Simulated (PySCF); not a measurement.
Compound: C3H11FSSi2.
Numbering: `[CH3:1][S:2][Si@@H:3]([F:4])[CH2:5][CH2:6][SiH3:7]` (hydrogens: H8, H9, H10 on C1; H11 on Si3; H12, H13 on C5; H14, H15 on C6; H16, H17, H18 on Si7)

The calculation used TDDFT PBE0/def2-SVPD, vertical, gas phase, core orbitals frozen in the response in PySCF. Geometry: GFN2-xTB, one conformer, isolated molecule. Torsions of this conformer, `[CH3:1][S:2][Si@@H:3]([F:4])[CH2:5][CH2:6][SiH3:7]`: C1–S2–Si3–F4 52°, S2–Si3–C5–C6 -36°, Si3–C5–C6–Si7 -68°.

```json
{"state": "S1", "E (eV)": "5.68", "λ (nm)": "218.4", "f": "0.0008", "main configurations (H = HOMO, L = LUMO)": "H→L (94%)"}
{"state": "S2", "E (eV)": "6.30", "λ (nm)": "196.7", "f": "0.032", "main configurations (H = HOMO, L = LUMO)": "H→L+1 (71%), H→L+2 (23%)"}
{"state": "S3", "E (eV)": "6.58", "λ (nm)": "188.4", "f": "0.049", "main configurations (H = HOMO, L = LUMO)": "H→L+2 (69%), H→L+1 (22%)"}
{"state": "S4", "E (eV)": "7.02", "λ (nm)": "176.5", "f": "0.0086", "main configurations (H = HOMO, L = LUMO)": "H→L+3 (79%), H→L+4 (12%)"}
{"state": "S5", "E (eV)": "7.29", "λ (nm)": "170.0", "f": "0.0025", "main configurations (H = HOMO, L = LUMO)": "H-1→L (75%), H-2→L (16%)"}
{"state": "S6", "E (eV)": "7.31", "λ (nm)": "169.6", "f": "0.0052", "main configurations (H = HOMO, L = LUMO)": "H→L+4 (44%), H→L+7 (31%), H→L+3 (8%)"}
```

Triplets (Tamm–Dancoff): T1 5.24 eV, H→L (90%); T2 5.96 eV, H→L+2 (65%), H→L+1 (23%).

The lowest singlet comes at 218 nm (548 kJ/mol) in the ultraviolet; it is very weak; its leading configuration is HOMO→LUMO (94%). The strongest level in the table is S3 at 6.58 eV (188 nm, f = 0.049). Löwdin shares by element: HOMO sulfur 71%, carbon 11% or more, silicon 8% or more; LUMO sulfur 35%, carbon 20% or more, silicon 14% or more (atoms not listed hold the other 31%). Weighted by f, the mean energy of these states is 6.58 eV. The listed states span 1.63 eV, and the widest gap between neighbours is 0.63 eV (S1 to S2). The oscillator strengths of these states sum to 0.098; summed over the whole spectrum of an exact calculation they would give the number of electrons, 82 (Thomas–Reiche–Kuhn). Singlets were solved by full linear response, triplets in the Tamm–Dancoff approximation.

Without π bonds the low states may be Rydberg-like; a valence basis with one diffuse set may place them up to an eV too high.
